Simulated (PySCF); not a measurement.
# Single point on CuI

State: ¹Σ⁺ (singlet), closed shell.

An equivalent input (the run itself took its basis sets from the Basis Set Exchange, started from a PBE0 density and held the occupation σ 11α 11β, πx 6α 6β, πy 6α 6β, δx 2α 2β, δy 2α 2β):

```python
from pyscf import gto, dft
mol = gto.M(atom='Cu 0 0 0; I 0 0 2.381', basis={'Cu': 'def2-TZVPP', 'I': 'def2-TZVPP'}, ecp={'I': 'def2-TZVPP'},
            charge=0, spin=0, verbose=4, symmetry='C2v')
mf = dft.UKS(mol, xc='HYB_GGA_XC_B97_3')
mf.grids.atom_grid = (80, 434)
mf.grids.prune = dft.gen_grid.treutler_prune
mf.irrep_nelec = {'A1': (13, 13), 'A2': (2, 2), 'B1': (6, 6), 'B2': (6, 6)}
mf.conv_tol = 1e-9
mf.max_cycle = 60
mf.diis_space = 10
mf.kernel()
```

The log (some set-up lines and the per-cycle HOMO/LUMO lines removed):

```
******** <class 'pyscf.dft.uks_symm.SymAdaptedUKS'> ********
method = SymAdaptedUKS
damping factor = 0
level_shift factor = 0
DIIS = <class 'pyscf.scf.diis.CDIIS'>
diis_start_cycle = 1
diis_space = 10
diis_damp = 0
SCF conv_tol = 1e-09
SCF conv_tol_grad = None
SCF max_cycles = 60
number electrons alpha = 27  beta = 27
Set gradient conv threshold to 3.16228e-05
init E= -1938.17681306664
cycle= 1 E= -1938.17679603659  delta_E= 1.7e-05  |g|= 0.0405  |ddm|= 0.0465
cycle= 2 E= -1938.17540213741  delta_E= 0.00139  |g|= 0.104  |ddm|= 0.04
cycle= 3 E= -1938.17703189092  delta_E= -0.00163  |g|= 0.00494  |ddm|= 0.028
cycle= 4 E= -1938.17703816114  delta_E= -6.27e-06  |g|= 0.00105  |ddm|= 0.0048
cycle= 5 E= -1938.1770386308  delta_E= -4.7e-07  |g|= 0.000224  |ddm|= 0.00118
cycle= 6 E= -1938.17703865069  delta_E= -1.99e-08  |g|= 3.94e-05  |ddm|= 0.000303
cycle= 7 E= -1938.17703865206  delta_E= -1.37e-09  |g|= 1.84e-05  |ddm|= 9.49e-05
cycle= 8 E= -1938.17703865235  delta_E= -2.95e-10  |g|= 6.26e-06  |ddm|= 3.48e-05
Extra cycle  E= -1938.17703865236  delta_E= -5.46e-12  |g|= 1.32e-05  |ddm|= 1.38e-05
converged SCF energy = -1938.17703865236  <S^2> = 4.6185278e-14  2S+1 = 1
```

Repeating this along the bond gives Re = 2.406 Å and ωe = 245 cm⁻¹.

A point of this curve took 3.2 CPU seconds beside 1.4 for the integrals, on Arm Neoverse V2 (shared host).

Spin–orbit coupling is left out.
